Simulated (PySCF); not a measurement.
A GIAO shielding run with PySCF 2.14.0 with density-fitted response routines (density fitting, non-relativistic, gas phase) on `CC(=O)O[SiH2]P`, C₂H₇O₂PSi:

```
$ OMP_NUM_THREADS=1 python probes_run.py task.json out

{"job": {"kind": "nmr", "xc": "PBE0", "basis": "pcSseg-2", "pop": true}, "charge": 0, "multiplicity": 1}
C      2.505742     0.498339    -0.098245
C      1.301786    -0.372502     0.080018
O      1.317948    -1.548929     0.343344
O      0.148472     0.293061    -0.080314
Si    -1.296454    -0.620736     0.116496
P     -2.889466     0.896657    -0.373979
H      2.468485     0.985533    -1.083228
H      3.418715    -0.098852     0.000397
H      2.493048     1.297867     0.657300
H     -1.361577    -1.145496     1.507312
H     -1.358468    -1.715958    -0.888354
H     -2.848557     1.501335     0.920486
H     -3.933452    -0.012212    -0.010705
```

Hardware: 1 thread of an Arm Neoverse V1, shared host. The job also computes population analyses, field gradients.

Task: How large is the calculation?

Result: 64 electrons, 328 basis functions and 941 auxiliary functions.

Task: How long does it take, and how much memory does it need?

Result: 61 s of wall time, with 14 SCF cycles and 5 response iterations; peak memory 1.3 GiB. Times on a shared host scatter by some tens of per cent.

Task: And these other runs on the same molecule and hardware: GIAO shielding at PBE0/6-311+G(2d,p); GIAO shielding at PBE0/6-31G*; GIAO shielding at PBE0/IGLO-III; GIAO shielding at PBE0/aug-cc-pVDZ; GIAO shielding at PBE0/cc-pVDZ; GIAO shielding at PBE0/cc-pVTZ?

Result: PBE0/6-311+G(2d,p): 220 functions, 30 s; PBE0/6-31G*: 106 functions, 11 s; PBE0/IGLO-III: 298 functions, 46 s; PBE0/aug-cc-pVDZ: 209 functions, 30 s; PBE0/cc-pVDZ: 127 functions, 13 s; PBE0/cc-pVTZ: 286 functions, 47 s.
